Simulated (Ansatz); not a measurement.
## A ladder of methods for GaSiH3F2 (SMILES [F][Ga]([F])[SiH3])

GaSiH3F2 has 7 atoms, charge 0, and is taken as a singlet. As SMILES, `[F][Ga]([F])[SiH3]`. The shape was relaxed beforehand at B3LYP/def2-SVP.

Quantity: the adiabatic electron affinity (to the doublet anion, shapes relaxed at B3LYP/def2-SVP, no zero-point term), in eV. The values are calculated.

The electron affinity is E(neutral) − E(anion): positive where the electron is bound.

| level | kind | program | value (eV) | less CCSD(T)/def2-SVP | CPU time (all runs) |
| --- | --- | --- | --- | --- | --- |
| HF/def2-SVP | Hartree–Fock | Ansatz | 0.52 | -0.08 | 4.3 s |
| PBE/def2-SVP | GGA | Ansatz | 0.85 | +0.25 | 6 s |
| r2SCAN/def2-SVP | meta-GGA | Ansatz | 0.96 | +0.36 | 16 s |
| B3LYP/def2-SVP | global hybrid | Ansatz | 0.91 | +0.31 | 8.9 s |
| wB97M-V/def2-SVP | range-separated hybrid | Ansatz | 0.77 | +0.17 | 43 s |
| MP2/def2-SVP | perturbation theory | Ansatz | 0.52 | -0.08 | 4.8 s |
| CCSD(T)/def2-SVP | coupled cluster or CI | Ansatz | 0.60 | 0.00 | 56 s |

CCSD(T)/def2-SVP is the highest level here, not the true value. All-electron rows without a relativistic Hamiltonian named are non-relativistic. The values span 0.52 to 0.96 eV. In the correlated wave-function rows the outer d shell of Ga is correlated, in sets not made for it. CPU times are rough (shared hosts, several kinds of processor): they show what a rung costs within a factor of a few.
